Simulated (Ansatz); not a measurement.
Isolated molecules relaxed with PBE0-D4/def2-TZVP in Ansatz; ΔE leaves out vibrations. CBS: MP2 limit from def2 TZ/QZ plus the TZ coupled-cluster correction, frozen cores. DFT in def2-TZVPP. HSE06 is defined as in plane-wave codes. One conformer a species, not always the lowest.

Consider the isomerisation: `N=CB(O)Cl` → `BOC(=N)Cl`.

`N=CB(O)Cl`:

```xyz
8

N    -0.680   -1.770   -0.484
C    -0.810   -0.606    0.005
B     0.310    0.493    0.099
O     0.015    1.682    0.646
Cl    1.936    0.149   -0.514
H     0.279   -1.905   -0.820
H    -1.800   -0.347    0.398
H     0.749    2.304    0.669
```

`BOC(=N)Cl`:

Z-matrix (Å, degrees):
```
B
O 1 1.360
H 1 1.190 2 115.9
H 1 1.196 2 119.8 3 179.8
C 2 1.360 1 123.0 3 177.1
Cl 5 1.719 2 110.0 1 138.4
N 5 1.245 2 128.9 1 -43.6
H 7 1.018 5 111.8 2 1.6
```

```csv
level,ΔE (kcal/mol)
B97M-V,48.4
HSE06-D4,46.8
revPBE,45.5
BHLYP,47.2
```

Question: What does CCSD(T)/CBS give? (Best estimate.)

Answer: The calculation gave: +49.0 kcal/mol. The listed levels differ from it by -0.6, -2.2, -3.5, -1.8 kcal/mol.

Question: What do rigid-rotor, harmonic-oscillator terms from PBE0-D4/def2-TZVP frequencies (298.15 K, 1 bar) make of the CCSD(T)/CBS value? (Estimate.)

Answer: The calculation gave: ΔZPE = -2.5 kcal/mol, ΔH = +46.4 kcal/mol, ΔS = 0 J/(mol·K), ΔG = +46.4 kcal/mol.

Largest T1 diagnostic among the species: 0.014.

In def2-TZVPP, CCSD(T) changes the Hartree–Fock value by +1.2 kcal/mol (the triples alone add −0.4 kcal/mol) and MP2 by +1.5 kcal/mol. Leaving LDA and LC-ωPBE aside and taking each functional with its dispersion term where it has one, the values, not all of them listed here, spread over 3.7 kcal/mol, from BLYP-D4 to B97M-V. LDA lies −1.3 kcal/mol from PBE without D4. From r2SCAN to r2SCAN0 (25 % exact exchange), in def2-TZVPP and without D4, ΔE moves by +1.0 kcal/mol.
